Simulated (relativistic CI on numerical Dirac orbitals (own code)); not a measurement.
**Inner-shell lines of Re⁵¹⁺**

Method of calculation: Dirac-Coulomb-Breit CI, orbitals from a KLI potential per configuration, QED by a radiative potential, valence Slater integrals scaled by 0.85 (own radial code, finite nucleus).

Configuration list (outside the closed core 1s2 2s2 3s2 3p6): 2p6 3d6, 2p5 3d7, 2p5 3d6 4s. Levels of other configurations are missing.

The table holds the strongest lines. The upper levels have an inner-shell vacancy. Auger decay, open to those above the ionisation limit, is not computed, and radiative decays to configurations outside the model are missing too. Absolute energies can be off by a few tenths of a per cent, and at this charge the scaling can make term splittings too narrow, so close lines can change order. LS names give the leading component, which can be well under half, for lower levels too. Brackets number the levels in order of energy.

```
  λ (Å)                Upper              Lower   A (s⁻¹)  gA (s⁻¹)
1.39858   2p5 3d7 3H°_5 [55]   2p6 3d6 3G_5 [8]  9.14e+14  1.01e+16
1.39776   2p5 3d7 3H°_6 [60]   2p6 3d6 3H_6 [7]  1.38e+15  1.79e+16
 1.3972   2p5 3d7 5D°_3 [57]   2p6 3d6 5D_3 [4]  1.45e+15  1.02e+16
1.39691   2p5 3d7 1F°_3 [73]  2p6 3d6 1G_4 [12]  1.21e+15  8.45e+15
 1.3969   2p5 3d7 3F°_4 [42]   2p6 3d6 3F_4 [1]  2.09e+15  1.88e+16
1.39683   2p5 3d7 1G°_4 [74]  2p6 3d6 1G_4 [12]  1.12e+15  1.00e+16
1.39668  2p5 3d7 3F°_3 [104]  2p6 3d6 1G_4 [31]  1.61e+15  1.13e+16
1.39577   2p5 3d7 1H°_5 [94]  2p6 3d6 1I_6 [21]  2.12e+15  2.33e+16
1.39571  2p5 3d7 3D°_3 [101]  2p6 3d6 3F_4 [27]  1.92e+15  1.34e+16
1.39565   2p5 3d7 3G°_4 [93]  2p6 3d6 3H_5 [20]  1.81e+15  1.63e+16
1.39544   2p5 3d7 3D°_3 [44]   2p6 3d6 3F_4 [1]  2.26e+15  1.58e+16
1.39505   2p5 3d7 3F°_4 [71]   2p6 3d6 3G_5 [8]  2.08e+15  1.87e+16
1.39504   2p5 3d7 3G°_5 [70]   2p6 3d6 3H_6 [7]  2.02e+15  2.22e+16
1.39478   2p5 3d7 3G°_3 [66]   2p6 3d6 5D_4 [5]  2.12e+15  1.48e+16
1.39478   2p5 3d7 3G°_3 [95]  2p6 3d6 3H_4 [18]  1.35e+15  9.42e+15
1.21232  2p5 3d7 3F°_3 [112]  2p6 3d6 1G_4 [12]  1.29e+15  9.04e+15
1.21198  2p5 3d7 3I°_6 [120]  2p6 3d6 1I_6 [21]  8.37e+14  1.09e+16
1.21198  2p5 3d7 3G°_5 [108]   2p6 3d6 3H_6 [7]  1.31e+15  1.44e+16
1.21072  2p5 3d7 1G°_4 [138]  2p6 3d6 1G_4 [31]  1.65e+15  1.49e+16
1.21034  2p5 3d7 3G°_5 [125]  2p6 3d6 1I_6 [21]  1.22e+15  1.34e+16
```
